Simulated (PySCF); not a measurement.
Ionisation energy of Ni by level of theory

Ni [Ar] 3d8 4s2 (3F) → Ni⁺ [Ar] 3d9 (2D), as a difference of total energies. Calculation: PySCF 2.14, in 6-31G*; no relativity, point nucleus. Correlated levels: valence: [Ar] frozen. The calculations carry no spin-orbit coupling.

| method | ionisation energy (eV) |
| --- | --- |
| UHF | 9.263 |
| PBE | 9.201 |
| TPSS | 9.047 |
| MP2 (valence) | 8.471 |
| SCS-MP2 (valence) | 8.670 |

Question: How much does correlation contribute at MP2 (valence)?

Answer: 8.471 − (9.263) = -0.792 eV, measured against UHF.

These non-relativistic numbers lack the scalar-relativistic shift.

The reference lies between the lowest fine-structure levels, while these numbers refer to the centres of the terms.

Errors of the correlated levels include the incompleteness of this basis and the frozen core.

For comparison: 7.640 eV (measured; NIST Atomic Spectra Database, ionization energies).
